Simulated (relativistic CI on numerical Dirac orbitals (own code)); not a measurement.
Method of calculation: Dirac-Coulomb-Breit CI, separate exchange-only KLI orbitals for each configuration, model QED (radiative potential, 1s self-energy scaled to tabulated hydrogen-like ionisation energies), unscaled Slater integrals (own radial code, finite nucleus).

The strongest absorption lines from the ground level of an ion, among the configurations computed and to levels below about 87.5 eV (vacuum wavelength in Å, gf): 181.78 (0.23), 182.17 (0.47), 184.28 (0.96), 184.67 (0.12), 185.10 (0.26), 187.08 (0.61), 193.03 (0.51), 194.99 (0.65).

(1) Which ion is it?
A. Zn4+
B. Ge8+
C. Ge6+
D. Kr10+

## Answers

(1) C. Ge6+ has 26 electrons and the ground level 3s2.3p6.3d8 3F_4; the strongest line goes to 3s2.3p6.3d7.4p 3G°_5. The pattern of lines fixes the number of electrons, and along that sequence the line energies rise steadily with the charge (about as its square where n changes within one kind of shell, about linearly where n is kept but much faster in heavy ions where fine structure, which grows about as Z⁴, sets the gap, and irregularly where shells cross), which fixes Z. Configurations outside the model, such as inner-shell arrays, can give stronger lines. At this charge configurations can still be misplaced by up to about 7 % of their energy. Terms inside the open d or f shell come out 10 to 20 % too wide with unscaled integrals. 43 of the 48 excited levels that our extract of the measured tables holds in this range could be paired (the sources list more); they are missed by 3951 cm⁻¹ on average and 8803 at most, and levels without a partner can miss by more.

LS names give the leading component of a level, which can be under half, so a name can repeat, a term be missing and a line seem to break the LS rules.
